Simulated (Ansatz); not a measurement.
Ansatz results at the PBE0-D4/def2-TZVP geometry: HOMO energy (PBE0/def2-TZVPP) -6.76 eV; size of the dipole moment (ωB97M-V/def2-TZVPP) 3.41 D; HOMO–LUMO gap (PBE0/def2-TZVPP) 6.04 eV.

Each molecule was computed in one conformer, which needn't be the lowest.

Task: Which molecule gave them?
A. `C[C@@]12[C@H]3[C@H]4[C@H]5[C@@H]1[Zr]4532([NH2])([NH2])[NH2]`
B. `C[N](C)[Zr]1234([CH3])([Cl])[C@H]5[C@@H]1[C@@H]2[C@@H]3[C@H]54`
C. `[OH][Hf]12345678([Cl])([C@H]9[C@@H]1[C@@H]2[C@@H]3[C@H]94)[C@H]1[C@@H]5[C@@H]6[C@@H]7[C@H]18`
D. `CC[C@@]12[C@H]3[C@H]4[C@H]5[C@@H]1[Ti]4532([F])([O]C)[N](C)C`

Result: C. The others give `C[C@@]12[C@H]3[C@H]4[C@H]5[C@@H]1[Zr]4532([NH2])([NH2])[NH2]`: -6.53, 0.48, 6.61; `C[N](C)[Zr]1234([CH3])([Cl])[C@H]5[C@@H]1[C@@H]2[C@@H]3[C@H]54`: -6.63, 3.03, 5.72; `CC[C@@]12[C@H]3[C@H]4[C@H]5[C@@H]1[Ti]4532([F])([O]C)[N](C)C`: -6.18, 1.50, 4.87.
